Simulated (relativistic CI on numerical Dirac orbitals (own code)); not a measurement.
Cr3+ in a cubic cluster: 1s photoemission with charge transfer

Computed with a charge-transfer multiplet model of a cubic metal-ligand cluster with up to 2 ligand holes, Slater and spin-orbit integrals from Dirac-Coulomb-Breit ions, Slater integrals scaled by 0.8. The ground state mixes d3 with configurations of k ligand holes L, whose averages lie at kΔ + k(k − 1)U_dd/2; a core hole lowers each added d electron by U_cd. 300 K, Lorentzian 1.1 eV and Gaussian 0.6 eV FWHM.

Atomic integrals in eV (Slater integrals scaled, ζ unscaled), ground: F2dd 8.574, F4dd 5.368, zeta_d 0.033; with the core hole: F2dd 9.940, F4dd 6.254, zeta_d 0.051, G2cd 0.050.

Cluster parameters (eV): U_dd = 6.6, U_cd = 7.7, 10Dq = 0.7, 10Dq(ligand) = 0.6, V(eg) = 2.45, V(t2g) = -1.35, final-state hopping factor = 1.

```csv
Case,n_d,d3,d4L,d5L2,S
Δ = 1.2 eV,3.75,0.36,0.54,0.11,1.50
Δ = 2.2 eV,3.67,0.42,0.50,0.08,1.50
Δ = 4.2 eV,3.51,0.54,0.41,0.05,1.50
```

Weights, n_d and S are thermal averages at 300 K. Binding energies count from the first peak over 30 % of the highest in each spectrum, which can be another peak from case to case. The parameters are a model scan and need not match a compound or its usual spin state. Peaks in eV (height, largest 100):
- Δ = 1.2 eV: 0.0 (100), 3.9 (11), 12.2 (13)
- Δ = 2.2 eV: 0.0 (100), 4.0 (10), 12.1 (14)
- Δ = 4.2 eV: 0.0 (100), 4.4 (8), 9.0 (6), 11.1 (18)

Curve for Δ = 1.2 eV (points under 2 left out, the grid thinned):

E (eV), Intensity and a bar:
```
     -3.7        2.6 
     -3.3        3.2 
     -2.8        4.4 #
     -2.4        6.0 #
     -2.0        8.4 ##
     -1.5       14.4 ####
     -1.1       24.7 #######
     -0.7       46.9 ##############
     -0.2       91.3 #############################
      0.2       95.2 ##############################
      0.6       60.7 ###################
      1.1       27.4 ########
      1.5       15.9 ####
      1.9       10.6 ###
      2.4        7.5 ##
      2.8        6.8 ##
      3.2        7.7 ##
      3.7       10.5 ###
      4.1       10.0 ###
      4.5        6.9 ##
      5.0        4.2 #
      5.4        3.3 
      5.9        2.7 
      6.3        2.4 
      6.7        2.3 
      7.2        2.7 
      7.6        2.9 
      8.0        2.6 
      8.5        2.3 
      8.9        2.5 
      9.3        2.9 
      9.8        3.9 #
     10.2        4.7 #
     10.6        5.2 #
     11.1        5.8 #
     11.5        8.1 ##
     11.9       11.8 ###
     12.4       12.6 ###
     12.8        9.4 ##
     13.2        7.3 ##
     13.7        5.8 #
     14.1        4.3 #
     14.5        3.4 
     15.0        2.7 
     15.4        2.0
```

For the case Δ = 1.2 eV, Δ = 1.2 eV is smaller than U_dd = 6.6 eV, the charge-transfer side of the Zaanen-Sawatzky-Allen scheme. With the core hole the configuration with one ligand hole lies at Δ − U_cd = -6.5, -5.5, -3.5 eV from the one without, in the order of the table; where this is negative the screened configuration lies lower, though the effective hopping of about 5.0 eV (from the holes of the mixed ground state) mixes the two strongly wherever it is as large as the gap.

With at most 2 ligand holes the space is cut while the next configuration still counts, so covalency is underestimated, and a final configuration with one more ligand hole, which can lie low, is missing from the spectra.
